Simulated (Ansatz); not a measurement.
Sn₁₂GeH₂₀⁻, an alloyed cluster cut from the lattice of tin (1 Ge, core). The state is a doublet with charge -1. Geometry PBE-D4/def2-SVP, that of the neutral singlet; atoms count from 1.

```xyz
33

Sn   -0.384   -2.786    3.099
Sn    2.836    1.005   -3.372
Sn    2.504    0.407    1.609
Sn    0.050   -2.105   -1.411
Sn   -3.667   -0.898    0.522
Sn   -0.930    2.149   -0.968
Sn   -1.412    1.679    3.562
Sn    1.768   -1.585   -3.584
Sn    1.432   -2.134    1.045
Sn   -2.464   -0.887    3.068
Sn    0.742    2.862   -3.122
Sn    0.414    2.291    1.505
Ge   -1.876   -0.295   -1.326
H     0.416   -2.791    4.642
H    -1.033   -4.378    2.847
H     3.843    1.379   -4.738
H     3.831    1.089   -1.951
H     3.190    0.399    3.207
H     3.777    0.815    0.501
H    -0.704   -3.663   -1.627
H    -4.342   -2.464    0.182
H    -4.965    0.256    0.464
H    -2.294    3.235   -0.907
H    -0.627    1.730    5.111
H    -2.696    2.849    3.594
H     3.033   -2.774   -3.651
H     0.868   -1.703   -5.065
H     2.711   -3.316    0.971
H    -3.654   -1.286    4.277
H     1.363    4.469   -2.898
H    -0.187    2.865   -4.590
H     1.052    3.899    1.721
H    -2.593   -0.315   -2.719
```

In the def2 sets Sn takes a core potential; there is no spin–orbit coupling. Single mean-field runs in def2-TZVP are fitted with def2-universal-jkfit. The highest occupied level of the charge -1 doublet lies above zero (up to 0.07 eV). By energy differences its removal costs 0.91 eV (vertical, to the charge 0 singlet, at PBE0-D4/def2-TZVP); self-interaction error and the lack of diffuse functions both raise the level.

(1) Estimate the Mulliken populations of the heavy atoms from the PBE0/def2-TZVP orbitals of Ansatz.

(2) Where does the spin sit?

(3) And the Mayer bond orders between bonded heavy atoms (over 0.3)?

Results:

(1) 
```json
{"atom": "Sn1", "charge (e)": "0.04", "spin (α − β)": "0.05"}
{"atom": "Sn2", "charge (e)": "0.04", "spin (α − β)": "0.03"}
{"atom": "Sn3", "charge (e)": "0.03", "spin (α − β)": "0.04"}
{"atom": "Sn4", "charge (e)": "0.06", "spin (α − β)": "0.06"}
{"atom": "Sn5", "charge (e)": "0.10", "spin (α − β)": "0.02"}
{"atom": "Sn6", "charge (e)": "0.06", "spin (α − β)": "0.06"}
{"atom": "Sn7", "charge (e)": "0.04", "spin (α − β)": "0.05"}
{"atom": "Sn8", "charge (e)": "0.05", "spin (α − β)": "0.05"}
{"atom": "Sn9", "charge (e)": "0.04", "spin (α − β)": "0.04"}
{"atom": "Sn10", "charge (e)": "0.03", "spin (α − β)": "0.01"}
{"atom": "Sn11", "charge (e)": "0.05", "spin (α − β)": "0.05"}
{"atom": "Sn12", "charge (e)": "0.04", "spin (α − β)": "0.03"}
{"atom": "Ge13", "charge (e)": "-0.20", "spin (α − β)": "0.03"}
```
Mulliken values and Mayer orders depend strongly on the basis.

(2) Summed by element: Sn 0.49, Ge 0.03, H 0.48, of 1 unpaired in all. Largest on single atoms: Sn4 0.06, Sn6 0.06, Sn8 0.05.

(3) Sn1–Sn9 0.76 (2.82 Å); Sn1–Sn10 0.82 (2.82 Å); Sn2–Sn8 0.83 (2.81 Å); Sn2–Sn11 0.83 (2.81 Å); Sn3–Sn9 0.81 (2.82 Å); Sn3–Sn12 0.81 (2.82 Å); Sn4–Sn8 0.72 (2.82 Å); Sn4–Sn9 0.80 (2.82 Å); Sn4–Ge13 0.84 (2.64 Å); Sn5–Sn10 0.83 (2.82 Å); Sn5–Ge13 0.83 (2.64 Å); Sn6–Sn11 0.73 (2.82 Å); Sn6–Sn12 0.80 (2.82 Å); Sn6–Ge13 0.84 (2.64 Å); Sn7–Sn10 0.83 (2.82 Å); Sn7–Sn12 0.77 (2.82 Å).
